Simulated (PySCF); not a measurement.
## How methods differ on the ionisation energy of Pt

Pt [Xe] 4f14 5d9 6s1 [5d3/2^4 5d5/2^5 6s1/2^1, M_J = 3] → Pt⁺ [Xe] 4f14 5d9 [5d3/2^4 5d5/2^5, M_J = 5/2], as a difference of total energies. Calculation: PySCF 2.14, in x2c-TZVPall-2c with one added diffuse shell each of s, p, d type (12s12p11d2f, 117 functions); the two-component X2C-1e Hamiltonian. Correlated levels: [Kr] 4d10 4f14 frozen; the 34 highest virtual spinors dropped. "Screened" scales the spin-orbit matrix elements by Boettger's factors to mimic the two-electron term; Breit and QED terms are absent.

```json
{"method": "GHF (spin-free)", "ionisation energy (eV)": "7.591"}
{"method": "GMP2 (spin-free)", "ionisation energy (eV)": "8.927"}
{"method": "GHF (screened spin-orbit)", "ionisation energy (eV)": "7.565"}
{"method": "GMP2 (screened spin-orbit)", "ionisation energy (eV)": "8.896"}
```

Question: How much does correlation contribute at GMP2 (screened spin-orbit)?

Answer: 8.896 − (7.565) = 1.331 eV, measured against GHF (screened spin-orbit).

The spin-free rows relax to the high-spin LS determinant and lack the spin-orbit shift.

Errors of the correlated levels include the incompleteness of this basis and the frozen core.

The labels give the starting determinants; with spin-orbit coupling the two ends relaxed to ⟨J²⟩ = 12.04, ⟨L²⟩ = 6.20, ⟨S²⟩ = 2.18 and ⟨J²⟩ = 10.50, ⟨L²⟩ = 7.06, ⟨S²⟩ = 1.23.

The determinant of Pt⁺ mixes levels of different J (the jj label is only the starting occupation), so the difference between spin-free and spin-orbit rows is not the physical spin-orbit shift.

For comparison: 8.959 eV (measured; NIST Atomic Spectra Database, ionization energies).
